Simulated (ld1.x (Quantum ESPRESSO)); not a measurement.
## What one change does to a pseudopotential (indium (In), TM)

indium (In), norm-conserving Troullier–Martins (Kleinman–Bylander form), made with ld1.x (Quantum ESPRESSO) 7.5 (PBE, scalar-relativistic). Core [Kr] 4d10, reference 5s1 5p0 (charge +2). Waves: 5s (bound): rc 1.80 bohr; 5p (bound, empty): rc 1.95 bohr; 5d channel at 0.2 Ry: rc 2.00 bohr. Local part: the d channel. Core correction: Bessel-smoothed model core inside 1.40 bohr.

All-electron outer shells of the reference configuration (PBE, scalar-relativistic, ld1.x):

| shell | level (eV) | outermost node (bohr) | outermost maximum (bohr) |
| --- | --- | --- | --- |
| 5s | -23.67 | 1.02 | 2.06 |
| 5p | -16.22 | 1.13 | 2.45 |

Change: wave 5s (bound): rc 1.80 bohr becomes 5s (bound): rc 1.16 bohr.

Cutoffs: the cutoffs (Ry, on a coarse ladder) from which the occupation-weighted sum of valence levels, in a spherical-Bessel basis at the reference potential, stays within 10 and 1 mRy of its value at 400 Ry; they do not see the model core or the augmentation charge, which bear on the density cutoff. Errors are all-electron minus pseudo energies relative to the spin-unpolarised reference configuration.

Q: What does the change do?

A: Both files keep a bound ghost (p, s); of the 7 tests that both files solve, the error grows in 4 and shrinks in 0 by more than 15 % and 0.3 meV (median size 102.8 → 140.4 meV). That the errors move this way runs against the usual rule that smaller radii transfer better.

```tsv
quantity	base	changed
cutoff, loose	18 Ry	over 300 Ry
cutoff, tight	40 Ry	over 300 Ry
bound ghosts	s, p	s, p
error for 5s2 5p1, meV [ΔE -24.60 eV]	-173	-201
error for 5s2 5p0, meV [ΔE -19.23 eV]	-103	-140
error for 5s2 5p0.5, meV [ΔE -22.66 eV]	-145	-177
error for 5s1 5p2, meV [ΔE -18.76 eV]	-82	-86
error for 5s0 5p3, meV [ΔE -12.65 eV]	-30	-102
error for 5s1 5p1, meV [ΔE -12.64 eV]	-35	-37
error for 5s2 5p1.3, meV [ΔE -25.13 eV]	-182	-207
s: phases at 2.20 bohr within 0.05 rad from the reference energy up to (Ry; the scan ends near 5)	0.0	0.2
p: phases at 2.20 bohr within 0.05 rad from the reference energy up to (Ry; the scan ends near 5)	to the end of the scan	to the end of the scan
d: phases at 2.20 bohr within 0.05 rad from the reference energy up to (Ry; the scan ends near 5)	0.4	0.4
```

 A true bound ghost makes a file unfit for plane-wave use even where its test errors are small: the radial tests pick states by their node count and pass the ghost by.
